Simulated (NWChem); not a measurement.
System: ZnF2; SMILES [F][Zn][F]

The following NWChem deck was run.

```
start job
memory heap 200 mb stack 900 mb global 1100 mb
geometry units angstroms noautosym nocenter noautoz
  Zn     0.000000     0.000000    -0.260160
  F      1.739216     0.000000    -0.260081
  F     -1.739216     0.000000    -0.260081
end
basis spherical
  Zn library def2-tzvpd
  F library def2-tzvpd
end
dft
  xc b3lyp
  iterations 150
end
property
  response 1 0.0773
end
task dft property
```

Parts of the log:

```
             Northwest Computational Chemistry Package (NWChem) 7.3.0
             --------------------------------------------------------

                             Geometry "geometry" -> ""
                             -------------------------

 Output coordinates in angstroms (scale by  1.889725989 to convert to a.u.)

  No.       Tag          Charge          X              Y              Z
 ---- ---------------- ---------- -------------- -------------- --------------
    1 Zn                  30.0000     0.00000000     0.00000000    -0.26016000
    2 F                    9.0000     1.73921600     0.00000000    -0.26008100
    3 F                    9.0000    -1.73921600     0.00000000    -0.26008100

 Effective nuclear repulsion energy (a.u.)     176.6240609272

                              NWChem Property Module
                              ----------------------

                                 NWChem DFT Module
                                 -----------------

 Summary of "ao basis" -> "ao basis" (spherical)
 ------------------------------------------------------------------------------
       Tag                 Description            Shells   Functions and Types
 ---------------- ------------------------------  ------  ---------------------
 Zn                        def2-tzvpd               17       51   6s6p4d1f
 F                         def2-tzvpd               14       40   6s4p3d1f

            General Information
            -------------------
          SCF calculation type: DFT
          Wavefunction type:  closed shell.
          No. of atoms     :     3
          No. of electrons :    48
           Alpha electrons :    24
            Beta electrons :    24
          Charge           :     0
          Spin multiplicity:     1
          Use of symmetry is: off; symmetry adaption is: off
          Maximum number of iterations: 150
          AO basis - number of functions:   131
                     number of shells:    45
          Convergence on energy requested:  1.00D-06
          Convergence on density requested:  1.00D-05
          Convergence on gradient requested:  5.00D-04

              XC Information
              --------------
                         B3LYP Method XC Potential
                     Hartree-Fock (Exact) Exchange  0.200
                        Slater Exchange Functional  0.800 local
                    Becke 1988 Exchange Functional  0.720 non-local
              Lee-Yang-Parr Correlation Functional  0.810
                  VWN I RPA Correlation Functional  0.190 local

             Grid Information
             ----------------
          Grid used for XC integration:  medium
          Radial quadrature: Mura-Knowles
          Angular quadrature: Lebedev.
          Tag              B.-S. Rad. Rad. Pts. Rad. Cut. Ang. Pts.
          ---              ---------- --------- --------- ---------
          Zn                  1.35      112          11.0       590
          F                   0.50       49          12.0       434
          Grid pruning is: on
          Number of quadrature shells:   210
          Spatial weights used:  Erf1

      Superposition of Atomic Density Guess
      -------------------------------------

 Sum of atomic energies:       -1976.64358720

      Non-variational initial energy
      ------------------------------

 Total energy =   -1976.598957
 1-e energy   =   -3114.962617
 2-e energy   =     961.739599
 HOMO         =      -0.611629
 LUMO         =      -0.117168

   convergence    iter        energy       DeltaE   RMS-Dens  Diis-err
 ---------------- ----- ----------------- --------- --------- ---------
 d= 0,ls=0.0,diis     1  -1979.1477604691 -2.16D+03  1.32D-02  1.43D+00
 d= 0,ls=0.0,diis     2  -1978.8107470128  3.37D-01  7.65D-03  5.75D+00
 d= 0,ls=0.0,diis     3  -1979.2828823846 -4.72D-01  7.51D-04  4.97D-02
 d= 0,ls=0.0,diis     4  -1979.2819720582  9.10D-04  3.92D-04  9.17D-02
 d= 0,ls=0.0,diis     5  -1979.2849036760 -2.93D-03  9.44D-05  5.20D-04
  Resetting Diis
 d= 0,ls=0.0,diis     6  -1979.2849337017 -3.00D-05  1.44D-05  7.19D-06
 d= 0,ls=0.0,diis     7  -1979.2849343561 -6.54D-07  4.65D-06  1.13D-06

         Total DFT energy =    -1979.284934356119
      One electron energy =    -3113.360634362009
           Coulomb energy =     1049.642888034672
    Exchange-Corr. energy =      -92.191248955967
 Nuclear repulsion energy =      176.624060927185

 Numeric. integr. density =       47.999998269036

                       DFT Final Molecular Orbital Analysis
                       ------------------------------------

 Vector   22  Occ=2.000000D+00  E=-4.024057D-01
              MO Center=  2.7D-06,  1.4D-06, -2.6D-01, r^2= 3.4D+00
   Bfn.  Coefficient  Atom+Function         Bfn.  Coefficient  Atom+Function
  ----- ------------  ---------------      ----- ------------  ---------------
    60      0.342598  2 F  pz               100      0.342597  3 F  pz
    63      0.273569  2 F  pz               103      0.273569  3 F  pz
    66      0.203026  2 F  pz               106      0.203026  3 F  pz
    18      0.086049  1 Zn pz                12     -0.058451  1 Zn pz
    69      0.033471  2 F  pz               109      0.033471  3 F  pz

 Vector   23  Occ=2.000000D+00  E=-3.800727D-01
              MO Center= -2.8D-06, -5.4D-07, -2.6D-01, r^2= 3.3D+00
   Bfn.  Coefficient  Atom+Function         Bfn.  Coefficient  Atom+Function
  ----- ------------  ---------------      ----- ------------  ---------------
    59      0.329974  2 F  py                99     -0.329974  3 F  py
    62      0.263619  2 F  py               102     -0.263620  3 F  py
    65      0.199242  2 F  py               105     -0.199242  3 F  py
    25     -0.192085  1 Zn d -2              30     -0.114602  1 Zn d -2
    60      0.100645  2 F  pz               100     -0.100645  3 F  pz

 Vector   24  Occ=2.000000D+00  E=-3.800727D-01
              MO Center= -2.8D-06,  5.4D-07, -2.6D-01, r^2= 3.3D+00
   Bfn.  Coefficient  Atom+Function         Bfn.  Coefficient  Atom+Function
  ----- ------------  ---------------      ----- ------------  ---------------
    60      0.329974  2 F  pz               100     -0.329974  3 F  pz
    63      0.263619  2 F  pz               103     -0.263620  3 F  pz
    66      0.199242  2 F  pz               106     -0.199242  3 F  pz
    28      0.192085  1 Zn d  1              33      0.114602  1 Zn d  1
    59     -0.100645  2 F  py                99      0.100645  3 F  py

 Vector   25  Occ=0.000000D+00  E=-9.108307D-02
              MO Center= -3.2D-09,  8.2D-09, -2.6D-01, r^2= 3.9D+00
   Bfn.  Coefficient  Atom+Function         Bfn.  Coefficient  Atom+Function
  ----- ------------  ---------------      ----- ------------  ---------------
     6      1.211028  1 Zn s                  5      0.577205  1 Zn s
    57     -0.309696  2 F  s                 97     -0.309696  3 F  s
     4     -0.185008  1 Zn s                 64      0.178634  2 F  px
   104     -0.178634  3 F  px                58      0.172041  2 F  px
    98     -0.172041  3 F  px                29      0.168077  1 Zn d  2

 Vector   26  Occ=0.000000D+00  E=-2.105613D-02
              MO Center=  2.1D-08, -1.7D-05, -2.6D-01, r^2= 7.2D+00
   Bfn.  Coefficient  Atom+Function         Bfn.  Coefficient  Atom+Function
  ----- ------------  ---------------      ----- ------------  ---------------
    20      0.561233  1 Zn py                17      0.462764  1 Zn py
    23      0.362515  1 Zn py                11     -0.145397  1 Zn py
    59     -0.111780  2 F  py                99     -0.111780  3 F  py
    68     -0.107480  2 F  py               108     -0.107480  3 F  py
    65     -0.105216  2 F  py               105     -0.105216  3 F  py

 Vector   27  Occ=0.000000D+00  E=-2.105612D-02
              MO Center=  2.1D-08,  1.7D-05, -2.6D-01, r^2= 7.2D+00
   Bfn.  Coefficient  Atom+Function         Bfn.  Coefficient  Atom+Function
  ----- ------------  ---------------      ----- ------------  ---------------
    21      0.561233  1 Zn pz                18      0.462764  1 Zn pz
    24      0.362515  1 Zn pz                12     -0.145397  1 Zn pz
    60     -0.111780  2 F  pz               100     -0.111780  3 F  pz
    69     -0.107480  2 F  pz               109     -0.107480  3 F  pz
    66     -0.105216  2 F  pz               106     -0.105216  3 F  pz

     Multipole analysis of the density
     ---------------------------------

     L   x y z        total         alpha         beta         nuclear
     -   - - -        -----         -----         ----         -------
     0   0 0 0     -0.000000    -24.000000    -24.000000     48.000000

     1   1 0 0     -0.000000     -0.000000     -0.000000      0.000000
     1   0 1 0     -0.000000     -0.000000     -0.000000      0.000000
     1   0 0 1     -0.000150     11.797728     11.797728    -23.595606

     2   2 0 0    -26.111636   -110.273940   -110.273940    194.436243
     2   1 1 0      0.000000      0.000000      0.000000      0.000000
     2   1 0 1      0.000000      0.000000      0.000000      0.000000
     2   0 2 0    -15.828606     -7.914303     -7.914303      0.000000
     2   0 1 1      0.000000      0.000000      0.000000      0.000000
     2   0 0 2    -15.828458    -13.713736    -13.713736     11.599013

[...]

 DFT Linear Response polarizability / au
 Frequency  =       0.0773000 / au
 Wavelength =     589.4353558 / nm
              X              Y              Z
 -----------------------------------------------
 X      28.9982318     -0.0000000     -0.0000000
 Y      -0.0000000     18.6989530     -0.0000000
 Z      -0.0000000     -0.0000000     18.6989574
 -----------------------------------------------
 Eigenvalues =      28.9982318     18.6989530     18.6989574
 Isotropic   =      22.1320474
 Anisotropic =      10.2992766
 -----------------------------------------------

 Magnetic Dipole Response Matrix (nonzero elements):

 Exiting AOResponse driver routine
```

Level: B3LYP/def2-TZVPD. Coordinates come from a PBE-D3(BJ)/def2-SVP optimisation.
